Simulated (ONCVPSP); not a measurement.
# An all-electron radial function and its pseudo partner (boron)

Columns: radius, all-electron u(r) and pseudo u(r) of the 2s shell (level -25.23 eV) of boron in the configuration [He] 2s1.5; PBEsol, scalar-relativistic, ONCV scheme, ONCVPSP 4.0.1.

```json
{"r (bohr)": "0.055", "all-electron": "-0.2153", "pseudo": "0.0214"}
{"r (bohr)": "0.110", "all-electron": "-0.3209", "pseudo": "0.0435"}
{"r (bohr)": "0.165", "all-electron": "-0.3514", "pseudo": "0.0673"}
{"r (bohr)": "0.220", "all-electron": "-0.3315", "pseudo": "0.0931"}
{"r (bohr)": "0.275", "all-electron": "-0.2788", "pseudo": "0.1215"}
{"r (bohr)": "0.330", "all-electron": "-0.2055", "pseudo": "0.1527"}
{"r (bohr)": "0.385", "all-electron": "-0.1205", "pseudo": "0.1870"}
{"r (bohr)": "0.440", "all-electron": "-0.0298", "pseudo": "0.2245"}
{"r (bohr)": "0.495", "all-electron": "0.0622", "pseudo": "0.2651"}
{"r (bohr)": "0.550", "all-electron": "0.1522", "pseudo": "0.3084"}
{"r (bohr)": "0.605", "all-electron": "0.2383", "pseudo": "0.3538"}
{"r (bohr)": "0.660", "all-electron": "0.3191", "pseudo": "0.4005"}
{"r (bohr)": "0.715", "all-electron": "0.3937", "pseudo": "0.4479"}
{"r (bohr)": "0.770", "all-electron": "0.4617", "pseudo": "0.4952"}
{"r (bohr)": "0.825", "all-electron": "0.5230", "pseudo": "0.5416"}
{"r (bohr)": "0.880", "all-electron": "0.5777", "pseudo": "0.5866"}
{"r (bohr)": "0.935", "all-electron": "0.6258", "pseudo": "0.6292"}
{"r (bohr)": "0.990", "all-electron": "0.6674", "pseudo": "0.6683"}
{"r (bohr)": "1.045", "all-electron": "0.7028", "pseudo": "0.7029"}
{"r (bohr)": "1.100", "all-electron": "0.7320", "pseudo": "0.7321"}
{"r (bohr)": "1.155", "all-electron": "0.7556", "pseudo": "0.7556"}
{"r (bohr)": "1.210", "all-electron": "0.7739", "pseudo": "0.7739"}
{"r (bohr)": "1.265", "all-electron": "0.7873", "pseudo": "0.7873"}
{"r (bohr)": "1.320", "all-electron": "0.7960", "pseudo": "0.7960"}
{"r (bohr)": "1.375", "all-electron": "0.8007", "pseudo": "0.8007"}
{"r (bohr)": "1.430", "all-electron": "0.8015", "pseudo": "0.8015"}
```

**Question.** How many radial nodes do the two functions have?

**Answer.** The all-electron 2s function has n − l − 1 = 1; the pseudo-wave has 0, since the states of the same l below it are removed with the core.

**Question.** At about which radius was the pseudo-wave matched?

**Answer.** 1.10 bohr. The columns agree to 0.0005 from 1.04 bohr on; several derivatives are matched, so the curves merge somewhat inside the radius.

**Question.** Is the pseudo-wave norm-conserving?

**Answer.** Yes: the ONCV scheme keeps the norm inside the radius equal to the all-electron one, which fixes the energy derivative of the logarithmic derivative at the level.
